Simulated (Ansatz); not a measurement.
Al2H6OSi (`[AlH2][O][SiH2][AlH2]`) at its PBE0-D4/def2-TZVP geometry, where that method's forces vanish. The species carries charge 0 and has multiplicity 1.

```xyz
10

Al    1.9348   -1.5895    0.4174
O     0.6623   -0.5069    0.5935
Si   -0.5804    0.5392    0.7735
Al   -1.5471    1.1994   -1.3967
H     1.5955   -3.1315    0.3606
H     3.3985   -1.0045    0.3107
H    -0.1081    1.7442    1.5250
H    -1.6267   -0.0818    1.6450
H    -2.7773    2.2059   -1.4707
H    -0.9515    0.6255   -2.7582
```

Q: What forces (eV/Å) does r2SCAN-D4/def2-TZVPP give on these atoms in the Gaussian-basis code of Ansatz? (Best estimate.)

A: Ansatz gave: 
```
Al1  0.070 -0.060 -0.012
O2   0.025 -0.020  0.012
Si3 -0.061  0.049 -0.012
Al4 -0.018  0.014 -0.017
H5   0.008  0.032  0.001
H6  -0.031 -0.013  0.002
H7  -0.016 -0.013  0.004
H8   0.010  0.018  0.002
H9   0.024 -0.019 -0.004
H10 -0.013  0.012  0.024
```
